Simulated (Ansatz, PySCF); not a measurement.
Spin states of COOs (SMILES [O+]#[C-]->[Os]), each relaxed with B3LYP-D3(BJ)/def2-TZVP.
State 1 (charge 0, multiplicity 3):
```xyz
3

Os    -1.0118    -0.8084    -0.9236
O      0.8564     0.7302     0.7569
C      0.1223     0.1257     0.0965
```
State 2 (charge 0, multiplicity 1):
```json
[
 {"atom": "Os", "x (Å)": "-1.0112", "y (Å)": "-0.8079", "z (Å)": "-0.9231"},
 {"atom": "O", "x (Å)": "0.8557", "y (Å)": "0.7297", "z (Å)": "0.7563"},
 {"atom": "C", "x (Å)": "0.1223", "y (Å)": "0.1257", "z (Å)": "0.0966"}
]
```

Singlets are restricted, other states unrestricted; no spin–orbit coupling, no relativity up to Kr; see below for the cores. The largest T1 diagnostic is 0.053.

Correlated levels freeze the inner cores; with def2 sets outer-core shells near the valence are correlated too. CBS: X⁻³ extrapolation of the correlation energy, Hartree–Fock from the larger set.

Run with Ansatz (Gaussian orbitals); PySCF for the dispersion terms. Each number belongs to the level named beside it. In def2 rows elements past Kr take small-core potentials, without spin–orbit coupling.

```
level                              energy of the multiplicity-1 state less that of the multiplicity-3 state (kJ/mol)
---------------------------------  ---------------------------------------------------------------------------------
PBE/def2-TZVPP                                                                                                 101.7
PBE-D4/def2-TZVPP                                                                                              101.7
BLYP-D3(BJ)/def2-TZVPP                                                                                          89.7
BHLYP-D3(BJ)/def2-TZVPP                                                                                         97.6
CAM-B3LYP/def2-TZVPP                                                                                      (withheld)
B2PLYP/def2-TZVPP                                                                                               93.6
B2PLYP-D3(BJ)/def2-TZVPP                                                                                        93.6
CCSD(T)/def2-SVP                                                                                                89.0
CCSD(T)/CBS(def2-SVP, def2-TZVPP)                                                                         (withheld)
```

### Question
Fill in the missing entries.

### Answer

- CAM-B3LYP/def2-TZVPP, energy of the multiplicity-1 state less that of the multiplicity-3 state (kJ/mol): 95.6
- CCSD(T)/CBS(def2-SVP, def2-TZVPP), energy of the multiplicity-1 state less that of the multiplicity-3 state (kJ/mol): 82.7

Doubts at one or more of the structures used: a restricted determinant that unrestricted orbitals would lower (B2PLYP/def2-TZVPP, B2PLYP-D3(BJ)/def2-TZVPP, CCSD(T)/def2-SVP, CCSD(T)/CBS(def2-SVP, def2-TZVPP)); a spin-contaminated determinant (CCSD(T)/def2-SVP, CCSD(T)/CBS(def2-SVP, def2-TZVPP)); T1 above 0.05 (CCSD(T)/CBS(def2-SVP, def2-TZVPP)).

Ansatz is a quantum-chemistry and plane-wave program.
